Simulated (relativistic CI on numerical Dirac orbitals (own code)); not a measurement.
## Hyperfine structure of Tc17+, mass number 99

Calculated at this level of theory: Dirac-Coulomb-Breit CI, KLI orbitals optimised for each configuration, model QED, unscaled Slater integrals (own radial code, finite nucleus).

CI space (outside the closed core [Ne]): 3s²3p⁶3d⁸, 3s²3p⁵3d⁹, 3s²3p⁴3d¹⁰, 3s3p⁶3d⁹, 3p⁶3d¹⁰, 3s²3p⁶3d⁷4s, 3s²3p⁶3d⁷4p, 3s3p⁵3d¹⁰, 3s²3p⁶3d⁷4d, 3s²3p⁶3d⁶4s², 3s²3p⁶3d⁷4f, 3s²3p⁵3d⁸4s, 3s²3p⁶3d⁶4s4p, 3s²3p⁴3d⁹4s, 3s²3p⁶3d⁷5s, 3s²3p⁶3d⁶4p². Levels of other configurations are missing.

Nuclear spin I = 9/2, μ = 5.678 μN, Q = -0.129 b (tables of Stone and Pyykkö). The electronic factors are computed for point nuclear moments, without core polarisation or the Bohr-Weisskopf and QED corrections.

```json
{"Level": "3s²3p⁶3d⁸ ³F4", "E (eV)": "0.000", "A (MHz)": "5728", "B (MHz)": "627"}
{"Level": "3s²3p⁶3d⁸ ³F3", "E (eV)": "3.443", "A (MHz)": "7994", "B (MHz)": "434"}
{"Level": "3s²3p⁶3d⁸ ³P2", "E (eV)": "7.032", "A (MHz)": "7809", "B (MHz)": "-118"}
{"Level": "3s²3p⁶3d⁸ ³P1", "E (eV)": "9.677", "A (MHz)": "-278.2", "B (MHz)": "423"}
{"Level": "3s²3p⁶3d⁸ ¹D2", "E (eV)": "10.720", "A (MHz)": "10260", "B (MHz)": "-625"}
{"Level": "3s²3p⁶3d⁸ ¹G4", "E (eV)": "11.388", "A (MHz)": "8643", "B (MHz)": "2390"}
{"Level": "3s²3p⁵3d⁹ ³F°4", "E (eV)": "164.555", "A (MHz)": "14660", "B (MHz)": "6950"}
{"Level": "3s²3p⁵3d⁹ ¹D°2", "E (eV)": "167.678", "A (MHz)": "12040", "B (MHz)": "-3280"}
```

Levels with J = 0, under 50 % of one LS term, or S terms without an open s electron are left out. Small factors come from cancelling terms and can be off by tens of per cent or more.

At this charge energies of transitions that change n are usually good to better than 1 %, and those within a shell (Δn = 0) to a few per cent. Terms inside the open d or f shell come out 10 to 20 % too wide with unscaled integrals.

(1) Give the hyperfine levels of 3s²3p⁶3d⁸ ³F4 relative to its centre of gravity.

Results:

(1) With K = F(F + 1) − I(I + 1) − J(J + 1), E = AK/2 + B[¾K(K + 1) − I(I + 1)J(J + 1)]/[2I(2I − 1)J(2J − 1)]: F = 1/2: -125700, F = 3/2: -117200, F = 5/2: -103000, F = 7/2: -83020, F = 9/2: -57340, F = 11/2: -25910, F = 13/2: 11310, F = 15/2: 54350, F = 17/2: 103300 MHz.

LS names give the leading component of a level, which can be under half, so a name can repeat, a term be missing and a line seem to break the LS rules.
